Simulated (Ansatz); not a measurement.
Ansatz (a program for electronic structure) input (HF/def2-TZVP):

Ansatz 0.2 input:
```yaml
crystal:
  periodic: [false, false, false]
  atoms:
    - {symbol: C, position_ang: [0.03298780, 0.00617551, -0.64515009]}
    - {symbol: N, position_ang: [-0.03068425, -0.00588839, 0.58046353]}
    - {symbol: H, position_ang: [0.91618859, 0.29402212, -1.22721340]}
    - {symbol: H, position_ang: [-0.89932567, -0.28985645, 1.03486925]}
basis:
  gaussian:
    orbitals: def2-TZVP
hamiltonian:
  xc: {name: HF}
magnetization: {spin_polarized: true, initial_magnetization: 1}
relax: {f_tol: 0.003, max_steps: 100}
```

End of the output:

```
these checks for a lower state are left out or cut short: starts, cluster_reference, orbital_swaps, neighbouring_geometries, increment
integrals: 0.01 GiB planned
503 factors; their error is unknown
mean field: 0.11 GiB planned
mean field -2542.64895050 eV, -93.4406254614 hartree, gradient 5.2e-5 eV, S^2 0.819403; 0 other end points of the search recorded, 0 dependent functions left out
the calculation of the forces begins
reference -2542.64895050 eV, -93.4406254614 hartree; 8, 7 occupied and 66, 67 virtual orbitals, 503 factors
relax step   5: F+E_penalty+E_count = -2542.64895050 eV  Δ(F+E_penalty+E_count) = -6.335e-5 eV  max|allowed force component| = 5.393e-2 eV/Å  Δτ_max = 0.0016 Å  (61 SCF iters, accepted)
these checks for a lower state are left out or cut short: starts, cluster_reference, orbital_swaps, neighbouring_geometries, increment
integrals: 0.01 GiB planned
503 factors; their error is unknown
mean field: 0.11 GiB planned
mean field -2542.64896974 eV, -93.4406261687 hartree, gradient 5.2e-5 eV, S^2 0.818558; 0 other end points of the search recorded, 0 dependent functions left out
the calculation of the forces begins
reference -2542.64896974 eV, -93.4406261687 hartree; 8, 7 occupied and 66, 67 virtual orbitals, 503 factors
relax step   6: F+E_penalty+E_count = -2542.64896974 eV  Δ(F+E_penalty+E_count) = -1.925e-5 eV  max|allowed force component| = 2.096e-3 eV/Å  Δτ_max = 0.0004 Å  (59 SCF iters, accepted)
integrals: 0.01 GiB planned
503 factors; their error is unknown
mean field: 0.11 GiB planned
mean field evaluation 128: about -2542.5689 eV, gradient 4.9e-1 eV
mean field evaluation 160: about -2542.1461 eV, gradient 2.7e0 eV
mean field -2542.64896974 eV, -93.4406261687 hartree, gradient 5.2e-5 eV, S^2 0.818558; 1 other end points of the search recorded, 0 dependent functions left out
the calculation of the forces begins
reference -2542.64896974 eV, -93.4406261687 hartree; 8, 7 occupied and 66, 67 virtual orbitals, 503 factors
Total energy: -2542.64896974 eV, -93.4406261687 hartree
Atom 0 at     0.044894     0.010322    -0.616702 Å, force     0.001172     0.000378    -0.001385 eV/Å
Atom 1 at    -0.016163    -0.000909     0.604569 Å, force     0.000151     0.000052     0.000298 eV/Å
Atom 2 at     0.889481     0.285133    -1.234732 Å, force    -0.002088    -0.000675     0.002096 eV/Å
Atom 3 at    -0.899046    -0.290094     0.989835 Å, force     0.000765     0.000246    -0.001009 eV/Å
Dipole moment:    -0.133581    -0.045467    -0.175025 e Å
```

It need not be the lowest isomer of its formula.
